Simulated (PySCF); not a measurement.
## Orbital picture of LiSb

PBE at R = 2.624 Å; PySCF, scalar-relativistic core potentials, basis sets Li def2-SVP, Sb def2-SVP with ECP28. State: ³Σ⁻ (triplet), unpaired electrons π ↑↑. Only the outer orbitals are listed, counted within each symmetry, core potentials removing the inner ones.

```
spin  orbital  occ.  ε (eV)  on Li (%)           main shells (%)
   α       5σ     1  -11.86          2                   98 Sb s
   α       6σ     1   -4.30         21          78 Sb p, 17 Li s
   α       3π     1   -4.25          5                   95 Sb p
   α       3π     1   -4.25          5                   95 Sb p
   α       7σ     0   -1.95         95          75 Li s, 20 Li p
   α       4π     0   -0.08         94                   94 Li p
   α       4π     0   -0.08         94                   94 Li p
   β       5σ     1  -10.72          4                   96 Sb s
   β       6σ     1   -3.78         27          71 Sb p, 23 Li s
   β       3π     0   -2.80         12          88 Sb p, 12 Li p
   β       3π     0   -2.80         12          88 Sb p, 12 Li p
   β       7σ     0   -1.87         92  68 Li s, 24 Li p, 9 Sb p
```

Task: Which are the highest filled and the lowest empty level, where do they sit, and how wide is the gap?

Result: Highest filled β 6σ at -3.78 eV (in %: 71 Sb p, 23 Li s); lowest empty β 3π at -2.80 eV (in %: 88 Sb p, 12 Li p); the gap at PBE is 0.98 eV.

The bond order (Mayer) is 0.97, the ⟨S²⟩ is 2.007 and the charge on Li (Mulliken, basis-dependent) is 0.36. The charge on Li (Löwdin, basis-dependent) is 0.22, the dipole moment (positive dipole means Li(−)Sb(+)) is -6.00 D and the polarisability along the bond is 127.7 bohr³. The polarisability across the bond is 56.1 bohr³.

Spin–orbit coupling is left out. The state is the lowest determinant that a PBE0 search found; another state may lie lower at other levels.
